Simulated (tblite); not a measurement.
Run record: tight-binding relaxation, `N#C[C@@H]1C[CH2][GeH2][C@H]1C#N`.

Computed with GFN2-xTB geometry optimisation, gas phase (tblite 0.8.0). Start geometry: from a force field or distance geometry. The input is one job of a driver script: a line of settings, then coordinates in Å.

Command:
```bash
OMP_NUM_THREADS=1 python probes_run.py task.json out
```

Input:
```
{"job": {"kind": "relax", "xc": "GFN2-xTB", "basis": "xTB"}, "charge": 0, "multiplicity": 1}
N     -0.899200     2.237100    -2.068500
C     -0.640200     1.209300    -1.632400
C     -0.273100    -0.096900    -1.043600
C     -1.193600    -0.532100     0.012900
C     -1.049600     0.283700     1.253400
Ge     0.883600     0.553300     1.240200
C      1.149100    -0.061800    -0.587700
C      1.764300    -1.385100    -0.543800
N      2.236600    -2.454400    -0.525900
H     -0.305100    -0.896400    -1.839900
H     -1.102800    -1.645700     0.212800
H     -2.258300    -0.434800    -0.339000
H     -1.602300     1.225600     1.260900
H     -1.324600    -0.367600     2.110500
H      1.621100    -0.330100     2.243300
H      1.245200     2.060500     1.403400
H      1.741800     0.647500    -1.166500
```

Task: Estimate the output.

Result: 
```
step      E/eV     max force
  0    -668.98796    3.437
  1    -669.17394    8.129
  2    -669.24513    4.245
  3    -669.43784    1.253
  4    -669.47570    0.522
  5    -669.51376    1.083
  6    -669.50879    2.419
  7    -669.53626    0.248
  8    -669.54132    0.213
  9    -669.54941    0.307
... (32 lines left out)
 42    -669.58896    0.018
 43    -669.58901    0.023
 44    -669.58906    0.019
 45    -669.58909    0.012
 46    -669.58911    0.012
 47    -669.58913    0.014
 48    -669.58916    0.017
 49    -669.58919    0.013
 50    -669.58921    0.010
 51    -669.58922    0.010
```

«max force» is the largest atomic force in eV/Å.

Task: From which step on does the largest force stay under 0.1 eV/Å, and how much energy is left to gain from there?

Result: From step 27 (0.079 eV/Å), 5.5 meV above the end.

Summary of the converged run: energy lowered by 13.9 kcal/mol over 51 steps; largest atomic force 0.010 eV/Å at the end.

Task: Where do the atoms end?

Result: 0.140 Å rms from the input after alignment:
```
atom  x, y, z in Å
N1    -0.9528    2.2675   -1.8308
C2    -0.6671    1.2006   -1.5354
C3    -0.2842   -0.1284   -1.1261
C4    -1.2183   -0.6187   -0.0080
C5    -1.0466    0.2776    1.2188
Ge6    0.9107    0.6024    1.3069
C7     1.1602   -0.0768   -0.5773
C8     1.7189   -1.3924   -0.5527
N9     2.1287   -2.4603   -0.5072
H10   -0.3489   -0.7924   -1.9975
H11   -0.9367   -1.6468    0.2347
H12   -2.2546   -0.6210   -0.3528
H13   -1.5711    1.2225    1.0692
H14   -1.4572   -0.1944    2.1093
H15    1.6780   -0.2316    2.2925
H16    1.3389    2.0375    1.4376
H17    1.7950    0.5667   -1.1913
```

Time: 0.65 s wall. Hardware: an Arm Neoverse N1 with one thread, shared host.
Labels such as C1 count atoms from 1, the log's own numbers from 0.
